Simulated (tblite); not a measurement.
Species: 3-vinylaniline, C₈H₉N.
Bonds: C1–C2 (double), C2–C3, C3–C4 (aromatic), C4–C5 (aromatic), C5–C6 (aromatic), C6–C7 (aromatic), C7–N8, C7–C9 (aromatic), C3–C9 (aromatic). Hydrogens: H10, H11 on C1; H12 on C2; H13 on C4; H14 on C5; H15 on C6; H16, H17 on N8; H18 on C9.

Computed with GFN2-xTB (tblite), gas phase: Langevin dynamics at 300 K from the optimised GFN2-xTB geometry, time step 0.5 fs, friction 0.01 fs⁻¹, 2000 steps.

Start geometry:
```
atom  x, y, z in Å
C1     -3.194   -0.292   -0.437
C2     -1.971   -0.795   -0.544
C3     -0.729   -0.175   -0.096
C4     -0.697    1.007    0.645
C5      0.512    1.546    1.041
C6      1.705    0.931    0.710
C7      1.700   -0.252   -0.029
N8      2.879   -0.918   -0.303
C9      0.477   -0.791   -0.421
H10    -3.395    0.666    0.010
H11    -4.054   -0.827   -0.803
H12    -1.844   -1.762   -1.016
H13    -1.615    1.503    0.915
H14     0.528    2.461    1.615
H15     2.647    1.361    1.021
H16     2.850   -1.579   -1.062
H17     3.722   -0.368   -0.262
H18     0.471   -1.707   -0.996
```

The statistics below take the 31 frames saved every 25 fs from 250 to 1000 fs; their kinetic temperature (all 3N coordinates) averages 270 K.

**Question.** How do the bond lengths spread?

**Answer.** 
| bond | start (Å) | mean (Å) | standard deviation (Å) | shortest (Å) | longest (Å) |
| --- | --- | --- | --- | --- | --- |
| C1=C2 | 1.327 | 1.336 | 0.022 | 1.287 | 1.380 |
| C2–C3 | 1.459 | 1.464 | 0.030 | 1.405 | 1.531 |
| C3–C4 | 1.396 | 1.393 | 0.025 | 1.353 | 1.479 |
| C4–C5 | 1.381 | 1.395 | 0.021 | 1.358 | 1.435 |
| C5–C6 | 1.382 | 1.385 | 0.026 | 1.342 | 1.429 |
| C6–C7 | 1.395 | 1.407 | 0.021 | 1.364 | 1.457 |
| C7–N8 | 1.382 | 1.376 | 0.030 | 1.334 | 1.466 |
| C7–C9 | 1.392 | 1.389 | 0.018 | 1.360 | 1.422 |
| C3–C9 | 1.392 | 1.402 | 0.024 | 1.360 | 1.459 |
| C1–H10 | 1.076 | 1.077 | 0.020 | 1.037 | 1.109 |
| C1–H11 | 1.077 | 1.084 | 0.029 | 1.042 | 1.161 |
| C2–H12 | 1.084 | 1.087 | 0.034 | 1.012 | 1.157 |
| C4–H13 | 1.078 | 1.081 | 0.030 | 1.019 | 1.147 |
| C5–H14 | 1.081 | 1.087 | 0.038 | 1.013 | 1.160 |
| C6–H15 | 1.081 | 1.084 | 0.022 | 1.038 | 1.124 |
| N8–H16 | 1.007 | 1.007 | 0.021 | 0.959 | 1.054 |
| N8–H17 | 1.007 | 1.008 | 0.025 | 0.956 | 1.052 |
| C9–H18 | 1.082 | 1.088 | 0.022 | 1.044 | 1.133 |

**Question.** Give the same statistics for bond angles, one of each kind among heavy atoms.

**Answer.** 
```tsv
angle	start (°)	mean (°)	standard deviation (°)	smallest (°)	largest (°)
C1–C2–C3	126.8	125.8	3.4	118.9	132.5
C2–C3–C4	122.8	123.0	3.5	115.3	129.7
C2–C3–C9	118.6	118.1	3.4	110.5	124.8
C4–C3–C9	118.6	118.5	2.0	114.0	123.5
C3–C4–C5	120.1	120.0	1.5	116.6	122.9
C4–C5–C6	120.9	120.6	1.7	117.5	124.7
C5–C6–C7	120.0	119.9	2.1	115.9	124.3
C6–C7–N8	120.7	120.9	3.1	114.6	127.3
C6–C7–C9	118.7	118.4	2.5	113.5	123.2
N8–C7–C9	120.5	120.1	2.9	114.3	126.2
C3–C9–C7	121.6	121.6	2.3	116.0	126.4
```

**Question.** How far does each atom move about its mean position (frames aligned on the start, all atoms weighted alike), and what rms force does it feel?

**Answer.** 
| atom | rms displacement (Å) | rms force (eV/Å) |
| --- | --- | --- |
| C1 | 0.13 | 1.84 |
| C2 | 0.11 | 2.11 |
| C3 | 0.10 | 1.79 |
| C4 | 0.12 | 1.71 |
| C5 | 0.08 | 2.04 |
| C6 | 0.08 | 1.52 |
| C7 | 0.09 | 1.91 |
| N8 | 0.14 | 1.72 |
| C9 | 0.11 | 1.68 |
| H10 | 0.36 | 0.79 |
| H11 | 0.21 | 0.98 |
| H12 | 0.32 | 1.26 |
| H13 | 0.19 | 1.07 |
| H14 | 0.15 | 1.27 |
| H15 | 0.16 | 0.84 |
| H16 | 0.27 | 0.95 |
| H17 | 0.24 | 1.10 |
| H18 | 0.18 | 0.88 |

The displacements run from 0.08 to 0.36 Å, the largest at H10.

**Question.** How widely does the potential energy scatter, against a harmonic estimate?

**Answer.** Mean 0.63 eV above the start, standard deviation 0.109 eV, range 0.44 to 0.89 eV. For 48 classical harmonic modes at 300 K the canonical values are 48kT/2 = 0.62 eV and kT·√(48/2) = 0.127 eV.

The run is classical and short, so these are rough statistics of one trajectory.

What follows is the cost of the whole dynamics run. Hardware: one thread, Arm Neoverse V2 (aarch64), shared host with 32 logical CPUs at a one-minute load of 41. Cost: 11 s wall, 0.18 GiB resident at most.
